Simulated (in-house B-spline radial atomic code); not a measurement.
Ionising Rh XIII (Rh12+) with different functionals

Computed with a radial B-spline atomic code at the basis-set limit: scalar-relativistic (spin-free X2C) Hamiltonian, Fermi nucleus of rms radius 4.4945 fm, spin-polarised at highest spin, spherical fractional occupations for the functionals. The ionisation energy is the difference of two self-consistent energies, [Ar] 3d10 4s2 4p3 → [Ar] 3d10 4s2 4p2, without Breit or QED terms; ε is the level of the shell that loses the electron (its least bound occupied spin orbital). There is no spin-orbit coupling in this Hamiltonian.

Hybrids are left out here: with spherical fractional occupations of an open shell their exact exchange keeps a self-interaction that integer-occupation calculations don't have.

```tsv
method	rung	ΔSCF (eV)	-ε(4p) (eV)
LDA exchange-only	LDA	280.27	268.50
LDA VWN5	LDA	281.88	270.08
BP86	GGA	281.89	270.15
PBEsol	GGA	281.79	270.06
```

Task: How do they compare with the NIST value?

Result: NIST lists 277 eV ± 3 (tabulated theory, ground level to ground level). Errors run from +3.27 to +4.89 eV; all lie within about twice that uncertainty, so the table can't rank the methods.
